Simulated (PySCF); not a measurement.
## Electron affinity of Bi by level of theory

Bi⁻ [Xe] 4f14 5d10 6s2 6p4 (3P) → Bi [Xe] 4f14 5d10 6s2 6p3 (4S), as a difference of total energies. All numbers are calculated (PySCF 2.14, scalar relativity through the core potential, in def2-TZVPPD with the def2 core potential (60 electrons)). Correlated levels: valence and next inner shell: nothing frozen outside the core potential. The calculations carry no spin-orbit coupling.

```
                                method  electron affinity (eV)  difference from reference (eV)
                                   UHF                  -0.317                          -1.259
    MP2 (valence and next inner shell)                   0.358                          -0.584
SCS-MP2 (valence and next inner shell)                   0.372                          -0.570
   CCSD (valence and next inner shell)                   0.425                          -0.517
CCSD(T) (valence and next inner shell)                   0.484                          -0.458
```

Reference: 0.942 eV (measured; photodetachment measurements, as compiled on the Wikipedia data page of electron affinities).

Spin-orbit coupling is strong in these open shells (close to jj coupling). The scalar numbers leave it out and a first-order estimate fails, so it can dominate the gap to the real levels.

Errors of the correlated levels include the incompleteness of this basis.

A negative affinity means that the anion lies above the atom at that level of theory.
